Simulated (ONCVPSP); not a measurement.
**Logarithmic derivatives: Os, ONCV**

ONCVPSP 4.0.1 input, shortened (lines: element, Z, core and valence counts, functional; n l f; lmax; l rc ep ncon nbas qcut; lloc lpopt rc5 dvloc0; l nproj debl; icmod fcfact rcfact), LDA (Perdew-Wang 92), scalar-relativistic:

```
  Os 76.00   12    2  -001012      upf
    1    0    2.00
    2    0    2.00
    2    1    6.00
    3    0    2.00
    3    1    6.00
    3    2   10.00
    4    0    2.00
    4    1    6.00
    4    2   10.00
    4    3   14.00
    5    0    2.00
    5    1    6.00
    5    2    7.00
    6    0    1.00
    2
    0    2.60    0.00    4    8    2.40
    1    2.65    0.46    4    9    2.90
    2    2.25    0.00    4    9    6.20
    4    5    1.60    1.00
    0    2    2.80
    1    2    1.90
    2    2    3.40
    0    0.00    0.00
```

In the p channel the program set the typed energies aside and used 0.050, 1.950 Ha.

The phase is arctan(r·R′/R) of the radial function R(r), unwrapped; energies in Ha, scanned from -2 to 5 Ha. A pole is an energy at which the radial function vanishes at the test radius. The pseudo phase is shifted by a multiple of π to meet the all-electron one at the reference energy, and phase errors are pseudo minus all-electron; the curves can meet again beyond the range given. Levels narrower than the energy grid can be missing from the lists of poles.

For each channel, where are the poles, and over which energies does the pseudopotential scatter like the atom?

```json
{"channel": "s", "radius (bohr)": "2.64", "reference energy (Ha)": "-0.21", "poles, all-electron": "0.91", "poles, pseudo": "0.44, 0.94", "unbroken range about the reference energy with phases within 0.05 rad": "below 0.4", "phase error 1 Ha above the reference energy (rad)": "-3.133"}
{"channel": "p", "radius (bohr)": "2.69", "reference energy (Ha)": "0.05", "poles, all-electron": "-1.77, 1.62", "poles, pseudo": "1.57, 1.70", "unbroken range about the reference energy with phases within 0.05 rad": "-1.5 to 1.6", "phase error 1 Ha above the reference energy (rad)": "-0.006"}
{"channel": "d", "radius (bohr)": "2.29", "reference energy (Ha)": "-0.18", "poles, all-electron": "0.28, 4.69", "poles, pseudo": "0.28, 4.60", "unbroken range about the reference energy with phases within 0.05 rad": "the whole range", "phase error 1 Ha above the reference energy (rad)": "-0.003"}
```

Note: no bound ghost flagged; GHOST(+) flagged for s at 12.5 eV, p at 45.5 eV.

Phases in the d channel:

```
E (Ha)  all-electron  pseudo
 -1.98         1.271   1.271
 -1.80         1.248   1.248
 -1.62         1.219   1.218
 -1.44         1.181   1.180
 -1.26         1.129   1.128
 -1.08         1.051   1.050
 -0.90         0.923   0.922
 -0.72         0.680   0.678
 -0.54         0.148   0.146
 -0.36        -0.659  -0.659
 -0.18        -1.155  -1.155
  0.00        -1.388  -1.388
  0.18        -1.519  -1.520
  0.36        -1.609  -1.610
  0.54        -1.681  -1.683
  0.72        -1.748  -1.750
  0.90        -1.819  -1.822
  1.08        -1.903  -1.908
  1.26        -2.015  -2.023
  1.44        -2.185  -2.196
  1.62        -2.467  -2.487
  1.80        -2.941  -2.970
  1.98        -3.515  -3.538
  2.16        -3.929  -3.942
  2.34        -4.169  -4.174
  2.52        -4.311  -4.314
  2.70        -4.403  -4.405
  2.88        -4.468  -4.468
  3.06        -4.516  -4.516
  3.24        -4.554  -4.554
  3.42        -4.584  -4.584
  3.60        -4.609  -4.609
  3.78        -4.631  -4.632
  3.96        -4.650  -4.651
  4.14        -4.667  -4.669
  4.32        -4.683  -4.686
  4.50        -4.698  -4.703
  4.68        -4.712  -4.720
  4.86        -4.726  -4.737
```
